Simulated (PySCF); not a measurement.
**Working out the ionisation energy of As¹⁵⁺**

As¹⁵⁺ [Ar] (1S) → As¹⁶⁺ [Ne] 3s2 3p5 (2P). Calculation: PySCF 2.14, in an even-tempered Gaussian basis (19 s from 1.2 bohr⁻², ratio 2.5; 12 p from 1.6 bohr⁻², ratio 2.5; 5 d from 9.5 bohr⁻², ratio 2.7; 4 f from 14 bohr⁻², ratio 2.7); the spin-free X2C one-electron Hamiltonian (Gaussian nucleus). Frozen: 1s2; the 22 highest virtual orbitals dropped. Energies in hartree (1 hartree = 27.21139 eV):

```tsv
part	As¹⁵⁺ (lower)	As¹⁶⁺ (upper)
UHF	-2150.547740	-2128.905230
MP2 opposite-spin	-0.431292	-0.411062
MP2 same-spin	-0.167961	-0.154271
```

Q: What does Hartree-Fock give?

A: (-2128.905230) − (-2150.547740) = 21.642510 hartree = 588.923 eV.

Q: What do MP2 and SCS-MP2 (6/5 opposite-spin, 1/3 same-spin) give?

A: The opposite-spin parts differ by 0.550 eV and the same-spin parts by 0.373 eV. MP2: 588.923 + (0.550) + (0.373) = 589.846 eV. SCS-MP2: 588.923 + 1.2 × (0.550) + (0.373)/3 = 589.707 eV.

Reference: 587.6 ± 1.9 eV (semi-empirical (NIST evaluation); NIST Atomic Spectra Database, ionization energies), between the lowest levels; spin-orbit coupling is absent from the calculation.

What remains against the reference includes basis incompleteness, the frozen core and correlation beyond second order.
